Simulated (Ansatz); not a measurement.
The first iterations of a band of C₃H₁₂N₂Si (18 atoms, charge 0, multiplicity 1).

Level of theory: RKS r2SCANh-D4/6-31G* in Ansatz 0.2.0.

| Item | Value |
| --- | --- |
| movable images | 5 |
| climbing image | yes |
| spring | 5.0 eV/Å² |
| optimiser | quadratic models (default) |
| start path | through a guess of the saddle point |
| force threshold | 0.05 eV/Å |
| iteration limit | 29 |
| end points | relaxed |

Initial state:

```xyz
18
Properties=species:S:1:pos:R:3
C -1.912 -2.003 -0.130
C -0.789 -1.142 0.440
C -0.527 0.125 -0.381
Si 0.869 1.179 0.314
N 1.062 2.496 -0.785
N 2.419 0.437 0.463
H -2.854 -1.443 -0.164
H -1.680 -2.321 -1.152
H -2.079 -2.903 0.473
H 0.134 -1.735 0.494
H -1.031 -0.865 1.475
H -0.287 -0.148 -1.419
H -1.449 0.724 -0.434
H 0.518 1.507 1.734
H 0.253 2.897 -1.239
H 1.756 3.204 -0.589
H 2.664 -0.068 1.301
H 2.894 0.068 -0.349
```

Final state:

```xyz
18
Properties=species:S:1:pos:R:3
C -2.158 -1.747 -0.181
C -1.314 -0.571 0.304
C 0.105 -0.571 -0.280
Si 1.216 0.796 0.384
N 0.480 2.282 -0.094
N 2.842 0.865 -0.186
H -2.252 -1.735 -1.272
H -1.695 -2.699 0.101
H -3.167 -1.725 0.245
H -1.260 -0.590 1.401
H -1.825 0.365 0.042
H 0.585 -1.535 -0.059
H 0.054 -0.502 -1.377
H 1.380 0.552 1.854
H -0.527 2.363 -0.116
H 0.906 3.154 0.190
H 3.562 0.321 0.266
H 3.033 0.988 -1.171
```

| iteration | highest image above the first end (eV) | largest band force component (eV/Å) |
| --- | --- | --- |
| 1 | 5.626 | 13.739 |
| 2 | 0.761 | 2.569 |
| 3 | 0.381 | 1.074 |

Q: Does the band converge within its limit, and where does its top end?

A: It converged. It ended after 11 iterations with the highest image 0.073 eV above the first end. A vibrational analysis at the climbing image gives one clearly imaginary mode, 49i cm⁻¹: a first-order saddle point.

Run time: 6.3 min on 2 threads of Arm Neoverse V2, with other jobs on the host, peak memory 0.34 GiB.
